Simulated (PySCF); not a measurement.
Molfile (atoms numbered from 1):
```
C5H14OSi2
     RDKit          3D

 22 21  0  0  0  0  0  0  0  0999 V2000
    2.7478   -0.4013   -0.1450 C   0  0  0  0  0  0  0  0  0  0  0  0
    1.7228   -0.2953   -1.2716 C   0  0  0  0  0  0  0  0  0  0  0  0
    0.3703    0.1529   -0.7724 C   0  0  0  0  0  0  0  0  0  0  0  0
   -0.0731    1.4022   -1.0261 C   0  0  0  0  0  0  0  0  0  0  0  0
   -1.6618    2.2128   -0.4715 Si  0  0  0  0  0  4  0  0  0  0  0  0
   -0.6287   -1.1425    0.1977 Si  0  0  2  0  0  4  0  0  0  0  0  0
   -2.2120   -1.5211   -0.7298 C   0  0  0  0  0  0  0  0  0  0  0  0
   -0.8897   -0.7012    1.7879 O   0  0  0  0  0  0  0  0  0  0  0  0
    2.9084    0.5788    0.3292 H   0  0  0  0  0  0  0  0  0  0  0  0
    3.7159   -0.7628   -0.5236 H   0  0  0  0  0  0  0  0  0  0  0  0
    2.4147   -1.0980    0.6404 H   0  0  0  0  0  0  0  0  0  0  0  0
    1.6278   -1.2806   -1.7632 H   0  0  0  0  0  0  0  0  0  0  0  0
    2.0840    0.4066   -2.0426 H   0  0  0  0  0  0  0  0  0  0  0  0
    0.5845    2.0524   -1.6277 H   0  0  0  0  0  0  0  0  0  0  0  0
   -2.6722    2.2901   -1.5727 H   0  0  0  0  0  0  0  0  0  0  0  0
   -2.2920    1.4619    0.6618 H   0  0  0  0  0  0  0  0  0  0  0  0
   -1.3830    3.6035   -0.0007 H   0  0  0  0  0  0  0  0  0  0  0  0
    0.1999   -2.3786    0.2839 H   0  0  0  0  0  0  0  0  0  0  0  0
   -2.8138   -2.2666   -0.1870 H   0  0  0  0  0  0  0  0  0  0  0  0
   -1.9666   -1.9349   -1.7214 H   0  0  0  0  0  0  0  0  0  0  0  0
   -2.8353   -0.6275   -0.8880 H   0  0  0  0  0  0  0  0  0  0  0  0
   -1.3388    0.1395    1.9189 H   0  0  0  0  0  0  0  0  0  0  0  0
  1  2  1  0
  2  3  1  0
  3  4  2  0
  4  5  1  0
  3  6  1  0
  6  7  1  0
  6  8  1  0
  1  9  1  0
  1 10  1  0
  1 11  1  0
  2 12  1  0
  2 13  1  0
  4 14  1  0
  5 15  1  0
  5 16  1  0
  5 17  1  0
  6 18  1  1
  7 19  1  0
  7 20  1  0
  7 21  1  0
  8 22  1  0
M  END
```

Geometry: PBE0-D3(BJ)/def2-SVP; GIAO shifts from PySCF 2.14, gas phase, non-relativistic, averaged over equivalent atoms.

At KT2/pcSseg-1 (220 basis functions, 100 s wall time on 1 thread of an Arm Neoverse N1, shared host):
```json
{"atoms": "C3", "δ (ppm)": "171.7"}
{"atoms": "C4", "δ (ppm)": "124.3"}
{"atoms": "C2", "δ (ppm)": "44.2"}
{"atoms": "C1", "δ (ppm)": "17.5"}
{"atoms": "C7", "δ (ppm)": "3.4"}
{"atoms": "Si6", "δ (ppm)": "-2.6"}
{"atoms": "Si5", "δ (ppm)": "-79.2"}
{"atoms": "O8", "δ (ppm)": "56.9"}
{"atoms": "H14", "δ (ppm)": "6.14"}
{"atoms": "H18", "δ (ppm)": "4.97"}
{"atoms": "H15/H16/H17", "δ (ppm)": "4.26"}
{"atoms": "H12", "δ (ppm)": "2.43"}
{"atoms": "H13", "δ (ppm)": "1.95"}
{"atoms": "H9/H10/H11", "δ (ppm)": "1.11"}
{"atoms": "H22", "δ (ppm)": "1.07"}
{"atoms": "H19/H20/H21", "δ (ppm)": "0.33"}
```

Referencing at the same level of theory: 13C (σref 183.22) and 29Si (σref 361.05) and 1H (σref 31.18) vs TMS; 17O (σref 330.66) against H2O.

**Question.** What do these become at PBE0/pcSseg-1?

**Answer.** 
```
      atoms  δ at PBE0/pcSseg-1  change
         C3               183.6   +11.9
         C4               135.3   +11.0
         C2                42.5    -1.7
         C1                16.6    -0.9
         C7                 2.5    -0.9
        Si6                -3.1    -0.5
        Si5               -76.2    +3.0
         O8                48.9    -8.0
        H14                6.34   +0.20
        H18                4.80   -0.17
H15/H16/H17                4.18   -0.08
        H12                2.30   -0.13
        H13                1.97   +0.02
 H9/H10/H11                1.10   -0.01
        H22                1.24   +0.17
H19/H20/H21                0.31   -0.02
```

Shifts are taken against calculated references (same method and geometry level): 13C (σ = 184.41 ppm), 29Si (σ = 351.99 ppm), 1H (σ = 31.27 ppm) vs TMS; 17O (σ = 334.56 ppm) vs H2O.

The largest change is at C3 (fully substituted alkene carbon). Cost: 220 basis functions, 98 s wall time on 1 thread of an Arm Neoverse N1, shared host. The order of the carbon signals is the same at both levels.

Experimental scales use liquid or dissolved standards, which lie at an offset from isolated H2O (liquid H2O: subtract about 36 ppm).
